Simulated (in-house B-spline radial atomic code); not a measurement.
Radial electron density of Re VII (Re6+), [Xe] 4f14 5d1. All numbers are computed (scalar-relativistic (X2C) HSE06, spin-polarised, spherical fractional occupations, exact exchange averaged over the configuration; Fermi nucleus of rms radius 5.3698 fm) with an all-electron radial atomic-structure program (B-spline basis), not measured.

One-electron X2C: radii and densities carry no picture-change correction, so inner-shell <1/r> comes out high (for 1s by about 2 % at Z = 33, 5 % at 54, 10 % at 75, 30 % at 118) and <r> low.

Columns: r (bohr), 4πr²n(r) (electrons per bohr), bar.

```
0.000329    2.917 #
0.000406    3.918 #
0.000501    5.243 ##
0.000618    6.987 ##
0.000762    9.267 ###
 0.00094    12.24 ####
 0.00116    16.08 #####
 0.00143    20.95 #######
 0.00177    27.19 #########
 0.00218     34.7 ###########
 0.00269    43.79 ##############
 0.00332    54.34 #################
 0.00409    65.95 #####################
 0.00505    78.19 #########################
 0.00623     89.8 #############################
 0.00768    99.32 ################################
 0.00948    105.2 ##################################
  0.0117    106.1 ##################################
  0.0144    102.2 #################################
  0.0178    95.46 ###############################
   0.022    90.59 #############################
  0.0271    93.01 ##############################
  0.0334    105.3 ##################################
  0.0412    123.7 ########################################
  0.0509    137.3 ############################################
  0.0627    135.2 ###########################################
  0.0774      119 ######################################
  0.0955    106.3 ##################################
   0.118    112.1 ####################################
   0.145    125.7 ########################################
   0.179    119.6 ######################################
   0.221    89.18 #############################
   0.273    66.58 #####################
   0.337    71.13 #######################
   0.415    78.74 #########################
   0.513    65.56 #####################
   0.632    41.89 #############
    0.78    25.42 ########
   0.962    17.66 ######
    1.19    11.74 ####
    1.46    6.152 ##
    1.81     2.17 #
    2.23   0.5383 
    2.75    0.091 
    3.39 0.009955 
    4.19 0.0005958 
    5.17 1.54e-05
```

On this grid the curve has 4 maxima, near 0.0117, 0.0509, 0.145, 0.415 bohr.

The 5d up radial function P(r) = rR(r), positive near the nucleus:

```csv
r (bohr),P
0.00623,0.0009949
0.00948,0.002981
0.0144,0.008643
0.022,0.02416
0.0334,0.06118
0.0509,0.1366
0.0774,0.2446
0.118,0.2999
0.179,0.1293
0.273,-0.2757
0.415,-0.4365
0.632,0.05129
0.962,0.7481
1.46,0.9062
2.23,0.4703
3.39,0.09112
5.17,0.003904
```
